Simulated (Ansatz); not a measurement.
Molecule: CH$_{2}$O$_{3}$, net charge 0, singlet state. SMILES: O=C(O)O
Coordinates optimised at B3LYP-D3(BJ)/def2-TZVP (Ansatz, a program for electronic structure):
```xyz
6

O      1.1151    -0.6315     0.0422
C     -0.0043     0.1007    -0.0098
O     -0.0547     1.2964    -0.1267
O     -1.0581    -0.7186     0.0897
H      1.8553    -0.0133    -0.0319
H     -1.8479    -0.1617     0.0490
```

Parts of the frozen-core correlation energy in cc-pVTZ (Ansatz, hartree). Frozen orbitals: 4; correlated occupied orbitals by spin: 12 and 12; virtual: 132 and 132. Spin-orbit coupling is left out. Non-relativistic.

```csv
term,value
reference (HF),-263.76029
MP2 opposite-spin,[?]
MP2 same-spin,-0.22585
CCSD correlation,[?]
(T),[?]
T1 diagnostic,0.014
largest doubles amplitude,0.063
```

Task: Complete the blanks.

Result: 
- MP2 opposite-spin, value: -0.63370
- CCSD correlation, value: -0.86097
- (T), value: -0.03475
